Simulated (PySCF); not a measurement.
Delta-SCF ions had no search for a lower state. Excitations are Tamm–Dancoff values on a coarser integration grid. The basis has no diffuse functions, so Rydberg states are missing or too high.

Cartesian coordinates (Å):
SMILES: c1occ(B)c1S
```xyz
12

B      1.6835    -0.8168     0.0017
C      0.2253    -0.3929     0.0297
C     -0.8423    -1.2577     0.1725
O     -2.0039    -0.6209     0.1631
C     -1.7445     0.7115     0.0117
C     -0.4008     0.9163    -0.0754
S      0.3872     2.4663    -0.2758
H      1.9680    -1.9866     0.1093
H      2.5774    -0.0094    -0.1263
H     -0.8800    -2.3397     0.2869
H     -2.6083     1.3689    -0.0144
H      1.6383     1.9607    -0.2829
```
Charge 0, multiplicity 1.

Q: What T1 excitation (TDA), S1 excitation (TDA), HOMO, brightest of the four lowest singlets (TDA) and vertical ionisation energy (Delta-SCF) does PySCF with PBE0-D3(BJ)/def2-TZVP // PBE0-D3(BJ)/def2-SVP give?

A: 
* **T1 excitation (TDA)**: 3.08 eV
* **S1 excitation (TDA)**: 3.61 eV
* **HOMO**: -6.43 eV
* **brightest of the four lowest singlets (TDA)**: 5.39 eV
* **vertical ionisation energy (Delta-SCF)**: 8.33 eV
